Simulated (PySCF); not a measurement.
# A thermochemical cycle for ZnN

PBE0 in PySCF with def2-TZVPPD on every atom, for the lowest determinant that a PBE0 search found; no spin–orbit coupling. ZnN, a quartet (σ ↑, π ↑↑), has De = 0.39 eV to neutral atoms, and ZnN⁺, a triplet (π ↑↑), has De = 1.12 eV to Zn⁺ + N.

At the same level the Zn atom ionises at 9.09 eV.

**Question.** What is the adiabatic ionisation energy of the molecule, and does ionisation strengthen or weaken the bond?

**Answer.** IE = IE(Zn) + De(neutral) − De(ion) = 9.09 + 0.39 − 1.12 = 8.36 eV. De changes by +0.73 eV, so ionisation strengthens the bond.

Weak bonds: ZnN. Basis-set superposition, not corrected here, can be much of De in a small basis, most of all at correlated wavefunction levels. For an ion De counts to the pair picked by the measured ionisation energies or electron affinities, which need not be the lowest pair at this level. States were picked by a PBE0 search and need not be the measured ground states.
